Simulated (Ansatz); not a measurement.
Molecular dynamics of H$_{3}$ISSi

The input (input.yaml):

```yaml
crystal:
  periodic: [false, false, false]
  atoms:
    - { symbol: S, position_ang: [-0.608812, -1.456049, -0.301099] }
    - { symbol: Si, position_ang: [0.816982, 0.487942, 0.302091] }
    - { symbol: I, position_ang: [-0.728131, 2.420845, 0.380964] }
    - { symbol: H, position_ang: [-1.219098, -0.853119, -1.325029] }
    - { symbol: H, position_ang: [0.796902, -0.687491, -0.799007] }
    - { symbol: H, position_ang: [0.984156, 0.023871, 1.69598] }
basis:
  gaussian: { orbitals: def2-SVP }
hamiltonian:
  xc: hf
md:
  timestep: 0.5
  n_steps: 200
  ensemble: nve
  temperature: 300.0
  initial_velocities: maxwell_boltzmann
  seed: 7974
```

Command:

```bash
$ ansatz run input.yaml --threads 1 --pin off --max-ram 2048MiB --backend cpu --events-out ev --progress --plain --runs-dir out
```

It starts at the highest image of a converged band. Of that band: Neighbouring images differ by up to 2.5 eV, so the band resolves the path poorly. A vibrational analysis at the climbing image gives one clearly imaginary mode, 1504i cm⁻¹: a first-order saddle point.

Output, in part (one step line in 7, the closing report, with atoms numbered from 0):

```
md step     0: t =     0.00 fs  T =   300.0 K  F+E_penalty+E_count = -26791.90254514 eV  E_kin = 0.155112 eV  conserved = -26791.74743315 eV  (40 SCF iters)
md step     7: t =     3.50 fs  T =   215.3 K  F+E_penalty+E_count = -26791.85810945 eV  E_kin = 0.111296 eV  conserved = -26791.74681377 eV  (30 SCF iters)
md step    14: t =     7.00 fs  T =   318.1 K  F+E_penalty+E_count = -26791.91164603 eV  E_kin = 0.164494 eV  conserved = -26791.74715155 eV  (38 SCF iters)
md step    21: t =    10.50 fs  T =   691.3 K  F+E_penalty+E_count = -26792.10351285 eV  E_kin = 0.357404 eV  conserved = -26791.74610895 eV  (38 SCF iters)
md step    28: t =    14.00 fs  T =  2563.8 K  F+E_penalty+E_count = -26793.07215318 eV  E_kin = 1.325580 eV  conserved = -26791.74657338 eV  (36 SCF iters)
md step    35: t =    17.50 fs  T =  5324.9 K  F+E_penalty+E_count = -26794.50404332 eV  E_kin = 2.753199 eV  conserved = -26791.75084468 eV  (34 SCF iters)
md step    42: t =    21.00 fs  T =  5289.4 K  F+E_penalty+E_count = -26794.48440373 eV  E_kin = 2.734845 eV  conserved = -26791.74955858 eV  (35 SCF iters)
md step    49: t =    24.50 fs  T =  3641.3 K  F+E_penalty+E_count = -26793.63056438 eV  E_kin = 1.882698 eV  conserved = -26791.74786640 eV  (28 SCF iters)
md step    56: t =    28.00 fs  T =  2733.5 K  F+E_penalty+E_count = -26793.16149970 eV  E_kin = 1.413338 eV  conserved = -26791.74816188 eV  (28 SCF iters)
md step    63: t =    31.50 fs  T =  2284.9 K  F+E_penalty+E_count = -26792.93150923 eV  E_kin = 1.181407 eV  conserved = -26791.75010236 eV  (28 SCF iters)
md step    70: t =    35.00 fs  T =  2451.1 K  F+E_penalty+E_count = -26793.01580485 eV  E_kin = 1.267338 eV  conserved = -26791.74846723 eV  (36 SCF iters)
md step    77: t =    38.50 fs  T =  3465.1 K  F+E_penalty+E_count = -26793.54093967 eV  E_kin = 1.791585 eV  conserved = -26791.74935514 eV  (33 SCF iters)
md step    84: t =    42.00 fs  T =  3223.2 K  F+E_penalty+E_count = -26793.41520381 eV  E_kin = 1.666519 eV  conserved = -26791.74868442 eV  (35 SCF iters)
md step    91: t =    45.50 fs  T =  3687.6 K  F+E_penalty+E_count = -26793.65416972 eV  E_kin = 1.906662 eV  conserved = -26791.74750747 eV  (34 SCF iters)
md step    98: t =    49.00 fs  T =  4941.7 K  F+E_penalty+E_count = -26794.30687002 eV  E_kin = 2.555069 eV  conserved = -26791.75180080 eV  (33 SCF iters)
md step   105: t =    52.50 fs  T =  3254.4 K  F+E_penalty+E_count = -26793.42940780 eV  E_kin = 1.682666 eV  conserved = -26791.74674220 eV  (35 SCF iters)
md step   112: t =    56.00 fs  T =  2510.2 K  F+E_penalty+E_count = -26793.04568678 eV  E_kin = 1.297871 eV  conserved = -26791.74781597 eV  (37 SCF iters)
md step   119: t =    59.50 fs  T =  2453.2 K  F+E_penalty+E_count = -26793.01623723 eV  E_kin = 1.268408 eV  conserved = -26791.74782875 eV  (36 SCF iters)
md step   126: t =    63.00 fs  T =  2642.9 K  F+E_penalty+E_count = -26793.11449865 eV  E_kin = 1.366475 eV  conserved = -26791.74802386 eV  (35 SCF iters)
md step   133: t =    66.50 fs  T =  3104.8 K  F+E_penalty+E_count = -26793.35274179 eV  E_kin = 1.605305 eV  conserved = -26791.74743678 eV  (37 SCF iters)
md step   140: t =    70.00 fs  T =  4031.4 K  F+E_penalty+E_count = -26793.83293154 eV  E_kin = 2.084416 eV  conserved = -26791.74851545 eV  (34 SCF iters)
md step   147: t =    73.50 fs  T =  4470.1 K  F+E_penalty+E_count = -26794.05993352 eV  E_kin = 2.311226 eV  conserved = -26791.74870775 eV  (29 SCF iters)
md step   154: t =    77.00 fs  T =  3962.0 K  F+E_penalty+E_count = -26793.79750563 eV  E_kin = 2.048500 eV  conserved = -26791.74900559 eV  (35 SCF iters)
md step   161: t =    80.50 fs  T =  2777.3 K  F+E_penalty+E_count = -26793.18430739 eV  E_kin = 1.436001 eV  conserved = -26791.74830659 eV  (35 SCF iters)
md step   168: t =    84.00 fs  T =  2440.1 K  F+E_penalty+E_count = -26793.00896581 eV  E_kin = 1.261624 eV  conserved = -26791.74734155 eV  (35 SCF iters)
md step   175: t =    87.50 fs  T =  2876.2 K  F+E_penalty+E_count = -26793.23617687 eV  E_kin = 1.487110 eV  conserved = -26791.74906657 eV  (35 SCF iters)
md step   182: t =    91.00 fs  T =  2727.4 K  F+E_penalty+E_count = -26793.15817128 eV  E_kin = 1.410166 eV  conserved = -26791.74800560 eV  (35 SCF iters)
md step   189: t =    94.50 fs  T =  3326.6 K  F+E_penalty+E_count = -26793.46864482 eV  E_kin = 1.719996 eV  conserved = -26791.74864852 eV  (35 SCF iters)
md step   196: t =    98.00 fs  T =  3739.3 K  F+E_penalty+E_count = -26793.68121897 eV  E_kin = 1.933366 eV  conserved = -26791.74785268 eV  (35 SCF iters)
md step   200: t =   100.00 fs  T =  4348.1 K  F+E_penalty+E_count = -26793.99617446 eV  E_kin = 2.248131 eV  conserved = -26791.74804301 eV  (36 SCF iters)
Total energy: -26793.99617446 eV, -984.6611977883 hartree
Atom 0 at    -0.603972    -1.280194    -0.243425 Å, force    -0.551851    -1.129508    -0.472635 eV/Å
Atom 1 at     0.687509     0.270220     0.225953 Å, force     1.477860     1.861485     3.185387 eV/Å
Atom 2 at    -0.723308     2.418040     0.386876 Å, force     0.868104    -0.847426    -0.027957 eV/Å
Atom 3 at    -0.275923    -1.200989    -1.558175 Å, force    -0.164805    -0.105282     0.584800 eV/Å
Atom 4 at     1.738565     0.242395    -0.651798 Å, force     1.171718     0.469836    -2.965582 eV/Å
Atom 5 at     1.945531     0.268009     1.324587 Å, force    -2.801026    -0.249104    -0.304014 eV/Å
Dipole moment:     0.155204    -0.272080    -0.251917 e Å
```

The run went to its last step. The conserved energy stayed within 0.84 meV per atom of its start (net change -0.1 meV per atom), so the integration is sound. The system heated up, since it started high on the potential surface and ran downhill. A run of 0.1 ps of so small a system gives no equilibrium averages. The orbitals stay closed-shell, which can raise the energy where a bond breaks towards radicals; this wasn't checked here.

The step under study would form S1–H5 and break Si2–H5. These pairs go: S1–H5 1.68 → 2.82 Å, Si2–H5 1.61 → 1.37 Å. In the last frame they stand as before the step (other bonds may differ from the relaxed reactants and products). It ends as one piece, H3ISSi. Pairs count as bonded within 1.25 times the sum of covalent radii (0.12 Å more for H–H).

Last frame:

```xyz
6
Properties=species:S:1:pos:R:3
S -0.604 -1.280 -0.243
Si 0.688 0.270 0.226
I -0.723 2.418 0.387
H -0.276 -1.201 -1.558
H 1.739 0.242 -0.652
H 1.946 0.268 1.325
```

Time of the run: 5.3 min on 1 thread of Arm Neoverse V1, on a shared host, peak memory 0.15 GiB.
